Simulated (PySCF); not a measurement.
## Calculated data, F₂HSi, FH₄OSi₂, BFH₄Si₂, ClFSi and others

Calculation on a computer-drawn molecule: the log of a Hartree-Fock and frozen-core CCSD(T) single point meant for a local Hartree-Fock minimum, with one planted fault or none, to be diagnosed. Offsets are logged minus clean, where the clean run is the same molecule without the fault. The reference is restricted for singlets and unrestricted otherwise, and also for a bond in bohr or an excited solution. Adding or removing an electron swaps singlet and doublet. The excited solution moves the top pair (singlet) or top alpha electron (doublet) to the lowest empty orbital. Highest occupied and lowest empty are orbital energies over both spins, largest force is the largest gradient component, triples share is (T) over the correlation energy, the T1 limit is 0.02 restricted and 0.045 unrestricted, electrons count all cores, a negative frequency is imaginary (commonest isotopes), and the dipole is about the centre of nuclear charge. Program: PySCF 2.14.0.

Common to all runs: meant charge 0; meant basis cc-pV(D+d)Z; logged SCF converged yes; possible faults no fault, one electron removed, one electron added, multiplicity raised by two, geometry at a saddle point, SCF held on an excited solution, minimal basis STO-3G, one bond length entered in bohr, all coordinates scaled.

(1) F₂HSi

Logged structure:
```xyz
4
F2HSi
F     -1.9098    -1.8296    -4.5106
Si    -0.7679    -1.0494    -3.6037
F     -1.1917     0.5491    -3.5775
H     -0.8417    -1.5843    -2.1833
```

- meant multiplicity: 2
- logged electrons: 33
- logged basis functions: 56
- logged spin squared: 0.7548
- logged highest occupied: -10.695 eV
- logged lowest empty: 0.81814 eV
- logged largest force: 0.02942 hartree/bohr
- logged T1 diagnostic: 0.015774
- logged D1 diagnostic: 0.058307
- logged triples share: 0.016972
- logged CC converged: yes
- logged dipole magnitude: 2.2958 debye
- logged SCF stable within its kind: yes
- logged energy HF: -488.47099 hartree
- logged energy CCSD(T): -488.9475 hartree
- planted fault: all coordinates scaled, by +3.0 %
- HF energy offset from clean run: 2.22 kcal/mol
- CCSD(T) energy offset from clean run: 0.2733 kcal/mol

Drawn bonds:
```
atom  other atom  order
   1           2      1
   2           3      1
   2           4      1
```

(2) FH₄OSi₂

Logged structure:
```xyz
8
FH4OSi2
F      0.0661     0.2995     2.0239
Si     1.3191    -0.5102     1.3977
O      1.4774    -0.0683    -0.1577
Si     0.9084     0.6286    -1.5438
H      2.5222    -0.1072     2.1580
H     -0.4657     0.1588    -1.8118
H      1.7965     0.2304    -2.6516
H      0.9118     2.0974    -1.3997
```

* meant multiplicity: 2
* logged electrons: 49
* logged basis functions: 94
* logged spin squared: 3.7664
* logged highest occupied: -3.8991 eV
* logged lowest empty: -3.729 eV
* logged largest force: 0.09028 hartree/bohr
* logged T1 diagnostic: 0.046397
* logged D1 diagnostic: 0.27907
* logged triples share: 0.027844
* logged CC converged: yes
* logged dipole magnitude: 1.538 debye
* logged SCF stable within its kind: yes
* logged energy HF: -754.30175 hartree
* logged energy CCSD(T): -754.90752 hartree
* planted fault: multiplicity raised by two
* HF energy offset from clean run: 196.1 kcal/mol
* CCSD(T) energy offset from clean run: 188.9 kcal/mol

Drawn bonds:
```
atom  other atom  order
   1           2      1
   2           3      1
   3           4      1
   2           5      1
   4           6      1
   4           7      1
   4           8      1
```

Notes: T1 above single-reference limit.

(3) BFH₄Si₂

Logged structure:
```xyz
8
BFH4Si2
F     -0.3850     1.9464    -2.0337
Si    -1.3858     1.3900    -0.8549
B     -0.3529    -0.3662    -0.5430
Si     1.1904    -0.6544     0.7682
H     -0.6809    -1.3419    -1.1703
H      2.3701    -1.1843     0.0403
H      0.7678    -1.6491     1.7885
H      1.6002     0.5822     1.4798
```

- meant multiplicity: 1
- logged electrons: 46
- logged basis functions: 32
- logged spin squared: 0
- logged highest occupied: -5.5549 eV
- logged lowest empty: 6.2646 eV
- logged largest force: 0.026423 hartree/bohr
- logged T1 diagnostic: 0.0189
- logged D1 diagnostic: 0.072803
- logged triples share: 0.035871
- logged CC converged: yes
- logged dipole magnitude: 0.97697 debye
- logged SCF stable within its kind: yes
- logged energy HF: -695.87557 hartree
- logged energy CCSD(T): -696.04905 hartree
- planted fault: minimal basis STO-3G
- HF energy offset from clean run: 5280 kcal/mol
- CCSD(T) energy offset from clean run: 5492 kcal/mol

Drawn bonds:
```
atom  other atom  order
   1           2      1
   2           3      1
   3           4      1
   3           5      1
   4           6      1
   4           7      1
   4           8      1
```

(4) BFH₄Si₂

Structure as in entry 3.

* meant multiplicity: 1
* logged electrons: 46
* logged basis functions: 94
* logged spin squared: 0
* logged highest occupied: -5.8039 eV
* logged lowest empty: -2.2556 eV
* logged largest force: 0.042287 hartree/bohr
* logged CC converged: no
* logged dipole magnitude: 2.2668 debye
* logged SCF stable within its kind: no
* logged energy HF: -704.06637 hartree
* planted fault: SCF held on an excited solution
* HF energy offset from clean run: 140 kcal/mol

Drawn bonds:
```
atom  other atom  order
   1           2      1
   2           3      1
   3           4      1
   3           5      1
   4           6      1
   4           7      1
   4           8      1
```

Notes: CCSD not converged.

(5) ClFSi

Logged structure:
```xyz
3
ClFSi
F      1.8586     0.0000     0.0000
Si     0.2209     0.0000     0.0000
Cl    -2.0796     0.0000     0.0000
```

- meant multiplicity: 1
- logged electrons: 40
- logged basis functions: 60
- logged spin squared: 0
- logged highest occupied: -9.5753 eV
- logged lowest empty: -0.052829 eV
- logged largest force: 6.604e-06 hartree/bohr
- logged lowest frequency: -306.43 cm⁻¹
- logged T1 diagnostic: 0.019593
- logged D1 diagnostic: 0.05534
- logged triples share: 0.030516
- logged CC converged: yes
- logged dipole magnitude: 2.3894 debye
- logged SCF stable within its kind: yes
- logged energy HF: -847.87347 hartree
- logged energy CCSD(T): -848.3274 hartree
- planted fault: geometry at a saddle point
- HF energy offset from clean run: 53.64 kcal/mol
- CCSD(T) energy offset from clean run: 42.96 kcal/mol

Drawn bonds:
```
atom  other atom  order
   1           2      1
   2           3      1
```

(6) FH₃OSi₂

Logged structure:
```xyz
7
FH3OSi2
F     -1.0607     1.5655     0.8134
Si     0.3975     2.0732     0.2804
O      1.2645     0.7010     0.4595
Si     1.2710    -0.8952     0.9309
H      2.6338    -1.4198     0.7286
H      0.3119    -1.6589     0.1096
H      0.9016    -0.9930     2.3562
```

- meant multiplicity: 1
- logged electrons: 48
- logged basis functions: 89
- logged spin squared: 2.0028
- logged highest occupied: -7.7122 eV
- logged lowest empty: -0.36318 eV
- logged largest force: 0.024195 hartree/bohr
- logged T1 diagnostic: 0.015777
- logged D1 diagnostic: 0.059457
- logged triples share: 0.020344
- logged CC converged: yes
- logged dipole magnitude: 1.6002 debye
- logged SCF stable within its kind: yes
- logged energy HF: -753.95572 hartree
- logged energy CCSD(T): -754.52017 hartree
- planted fault: multiplicity raised by two
- HF energy offset from clean run: 56.16 kcal/mol
- CCSD(T) energy offset from clean run: 76.63 kcal/mol

Drawn bonds:
```
atom  other atom  order
   1           2      1
   2           3      1
   3           4      1
   4           5      1
   4           6      1
   4           7      1
```

(7) AlFHNSi

Logged structure:
```xyz
5
AlFHNSi
F     -0.0013    -0.0467     2.1092
Si    -1.4622     0.1170     1.3601
N     -1.1248     1.1279     0.0744
Al    -0.7055     2.1197    -1.1547
H     -0.3912     3.0590    -2.3485
```

- meant multiplicity: 1
- logged electrons: 45
- logged basis functions: 79
- logged spin squared: 0.7808
- logged highest occupied: 0.078465 eV
- logged lowest empty: 5.9837 eV
- logged largest force: 0.070218 hartree/bohr
- logged T1 diagnostic: 0.070452
- logged D1 diagnostic: 0.43254
- logged triples share: 0.033662
- logged CC converged: yes
- logged dipole magnitude: 2.5477 debye
- logged SCF stable within its kind: yes
- logged energy HF: -685.32861 hartree
- logged energy CCSD(T): -685.86675 hartree
- planted fault: one electron added
- HF energy offset from clean run: 14.23 kcal/mol
- CCSD(T) energy offset from clean run: 6.831 kcal/mol

Drawn bonds:
```
atom  other atom  order
   1           2      1
   2           3      1
   3           4      2
   4           5      1
```

Notes: T1 above single-reference limit; highest electron not bound in this basis.

(8) AlFHNSi

Logged structure:
```xyz
5
AlFHNSi
F     -0.0013    -0.0467     2.1092
Si    -1.4622     0.1170     1.3601
N     -1.1248     1.1279     0.0744
Al    -0.3325     3.0021    -2.2483
H     -0.0182     3.9414    -3.4421
```

- meant multiplicity: 1
- logged electrons: 44
- logged basis functions: 79
- logged spin squared: 1.5868
- logged highest occupied: -7.4778 eV
- logged lowest empty: 0.13539 eV
- logged largest force: 0.041531 hartree/bohr
- logged dipole magnitude: 1.9843 debye
- logged SCF stable within its kind: yes
- logged energy HF: -685.20492 hartree
- planted fault: one bond length entered in bohr, row 3 of the drawn bonds
- HF energy offset from clean run: 91.84 kcal/mol

Drawn bonds:
```
atom  other atom  order
   1           2      1
   2           3      1
   3           4      2
   4           5      1
```

Notes: coupled-cluster numbers left out as unreliable.
